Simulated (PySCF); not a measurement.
**PySCF run on LiBr⁻**

The script input.py:

```python
from pyscf import gto, dft

mol = gto.M(
    atom='Li 0 0 0; Br 0 0 1.842',
    basis='6-31g',
    charge=-1,
    spin=1,
    verbose=4,
)
mf = dft.UKS(mol, xc='bp86')
mf.kernel()
mf.dip_moment()
print('orbital energies (hartree):', [e[max(0, n-3):n+3].round(4) for e, n in zip(mf.mo_energy, mol.nelec)])
```

```bash
$ OMP_NUM_THREADS=1 python input.py
```

The log (some set-up lines and the per-cycle HOMO/LUMO lines with their warnings removed):

```
PySCF version 2.14.0

[INPUT] verbose = 4
[INPUT] num. atoms = 2
[INPUT] num. electrons = 39
[INPUT] charge = -1
[INPUT] spin (= nelec alpha-beta = 2S) = 1
[INPUT] symmetry False subgroup None
[INPUT] Mole.unit = angstrom
[INPUT] Symbol           X                Y                Z      unit          X                Y                Z       unit  Magmom
[INPUT]  1 Li     0.000000000000   0.000000000000   0.000000000000 AA    0.000000000000   0.000000000000   0.000000000000 Bohr   0.0
[INPUT]  2 Br     0.000000000000   0.000000000000   1.842000000000 AA    0.000000000000   0.000000000000   3.480875521449 Bohr   0.0

nuclear repulsion = 30.1648247267101
number of shells = 16
number of NR pGTOs = 112
number of NR cGTOs = 36
basis = 6-31g
ecp = {}

******** <class 'pyscf.dft.uks.UKS'> ********
method = UKS
initial guess = minao
damping factor = 0
level_shift factor = 0
DIIS = <class 'pyscf.scf.diis.CDIIS'>
diis_start_cycle = 1
diis_space = 8
diis_damp = 0
SCF conv_tol = 1e-09
SCF conv_tol_grad = None
SCF max_cycles = 50
direct_scf = True
direct_scf_tol = 1e-13
number electrons alpha = 20  beta = 19
XC library pyscf.dft.libxc version 7.0.0
    S. Lehtola, C. Steigemann, M. J.T. Oliveira, and M. A.L. Marques.,  SoftwareX 7, 1–5 (2018)
XC functionals = bp86
    A. D. Becke.,  Phys. Rev. A 38, 3098 (1988)
    J. P. Perdew.,  Phys. Rev. B 33, 8822 (1986)
radial grids:
    Treutler-Ahlrichs [JCP 102, 346 (1995); DOI:10.1063/1.469408] (M4) radial grids

becke partition: Becke, JCP 88, 2547 (1988); DOI:10.1063/1.454033
pruning grids: <function nwchem_prune>
grids dens level: 3
symmetrized grids: False
atomic radii adjust function: <function treutler_atomic_radii_adjust>
small_rho_cutoff = 0
Set gradient conv threshold to 3.16228e-05
tot grids = 34152
init E= -2580.5928802283

cycle= 1 E= -2581.56249795493  delta_E= -0.97  |g|= 0.276  |ddm|= 1.19
cycle= 2 E= -2581.50890377966  delta_E= 0.0536  |g|= 0.441  |ddm|= 1.27
cycle= 3 E= -2581.61626535187  delta_E= -0.107  |g|= 0.0115  |ddm|= 0.639
cycle= 4 E= -2581.6164148858  delta_E= -0.00015  |g|= 0.00382  |ddm|= 0.086
cycle= 5 E= -2581.61643358299  delta_E= -1.87e-05  |g|= 0.000826  |ddm|= 0.0197
cycle= 6 E= -2581.6164343066  delta_E= -7.24e-07  |g|= 8.42e-05  |ddm|= 0.00336
cycle= 7 E= -2581.61643431679  delta_E= -1.02e-08  |g|= 1.04e-05  |ddm|= 0.000605
cycle= 8 E= -2581.61643431692  delta_E= -1.32e-10  |g|= 2.25e-06  |ddm|= 4.5e-05
Extra cycle  E= -2581.61643431692  delta_E=    0  |g|= 2.99e-06  |ddm|= 1.37e-05
converged SCF energy = -2581.61643431692  <S^2> = 0.75057139  2S+1 = 2.0005713

WARN: System has nonzero charge -1; the dipole moment is origin-dependent.
Location of origin: [0. 0. 0.]

Dipole moment(X, Y, Z, Debye): -0.00000, -0.00000, -1.51020
orbital energies (hartree): [array([-0.071 , -0.071 ,  0.0652,  0.1298,  0.1298,  0.1542]), array([-0.0835, -0.0706, -0.0706,  0.1079,  0.1509,  0.1509])]
```

In short: E(SCF) = -2581.616434 Eh, 8 cycles, ⟨S²⟩ = 0.751.

Run time: 2 s on 1 thread of Arm Neoverse V1 (shared host).

The basis has no diffuse functions, which an anion needs. The bond length is a typed value, not an optimised one. The dipole of an ion depends on the origin. No search for the lowest solution was made.
